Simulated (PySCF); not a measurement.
diboron tetrafluoride anion (B2F4), SMILES FB(F)B(F)F (connectivity only; charge and spin as stated), charge -1, multiplicity 2.

Geometry optimised at PBE-D3(BJ)/def2-SVPD. The multiplicity is an assumed one; other spin states were not compared. The values are those of a single conformer.

Two levels are set side by side: PBE/def2-SVPD (PySCF) and M06-2X/def2-SVPD (PySCF). Same geometry, gas phase. Differences are taken from unrounded values.

```csv
quantity,M06-2X
α-spin orbital gap (eV),4.69
β-spin orbital gap (eV),9.57
mean polarisability (bohr³),43.1
```

Problem. What does PBE give, and how far is it from M06-2X? (An estimate is asked for; the answer gives what the named calculation found.)

Solution. 
```csv
quantity,PBE,PBE minus M06-2X
α-spin orbital gap (eV),2.05,-2.64
β-spin orbital gap (eV),5.46,-4.11
mean polarisability (bohr³),46.5,3.3
```

PBE's more diffuse valence density responds more strongly to a field. Differences between two approximate levels are no errors against the true value.

Rough cost on one machine, each run with all the roots and properties that it gave: M06-2X against PBE about 2 times.
